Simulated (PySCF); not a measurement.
A structure optimised at PBE-D3(BJ)/def2-SVP, used in a PySCF frequency run:

```
O
C 1 1.4244
H 2 1.1074 1 107.92
H 2 1.1111 3 108.66 1 -120.64
H 2 1.1115 3 108.73 4 -118.24
Si 1 1.6414 2 125.52 3 167.64
F 6 1.6236 1 111.24 2 71.33
Cl 6 2.0392 7 108.62 1 -118.37
Cl 6 2.0563 7 106.73 1 121.37
```

Q: Write its SMILES and formula.

A: CO[Si](F)(Cl)Cl, CH₃Cl₂FOSi

Q: What are its rotational constants (standard atomic weights)?

A: 1.9933, 1.5224, 1.2015 GHz
